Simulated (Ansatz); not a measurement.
CH₇InSi (`[SiH3][CH2][InH2]`). The species carries charge 0 and has multiplicity 1. In takes the def2 core potential. The structure was optimised at the PBE0-D4/def2-TZVP level.

```xyz
10

Si   -1.082   -0.674   -0.777
C    -0.260   -0.091    0.786
In    1.602    0.944    0.420
H    -2.365   -1.391   -0.531
H    -0.183   -1.599   -1.524
H    -1.374    0.481   -1.674
H    -0.054   -0.951    1.428
H    -0.932    0.588    1.317
H     1.579    2.654    0.187
H     3.069    0.038    0.368
```

Problem. What is the dipole moment at B3LYP/def2-TZVPP? (An estimate is asked.)

Solution. Computed: 1.02 D, with components (0.01, 0.08, 1.02) D in this frame, pointing from negative to positive charge.

Problem. And with PBE, r2SCAN, ωB97M-V? (Best estimate.)

Solution. Computed: PBE 1.04 D, r2SCAN 1.06 D, ωB97M-V 1.05 D.

Problem. Give the Mulliken charges with B3LYP, ωB97M-V, PBE in def2-TZVPP. (An estimate is asked.)

Solution. Ansatz gave: 
```
atom  B3LYP  ωB97M-V    PBE
 Si1   0.23     0.15   0.15
  C2  -0.52    -0.62  -0.48
 In3   0.57     0.48   0.52
  H4  -0.07    -0.03  -0.06
  H5  -0.07    -0.03  -0.06
  H6  -0.07    -0.03  -0.06
  H7   0.12     0.15   0.12
  H8   0.12     0.15   0.12
  H9  -0.15    -0.10  -0.13
 H10  -0.15    -0.10  -0.13
```

B3LYP here is the variant with VWN-RPA as its local correlation; programs differ in this.
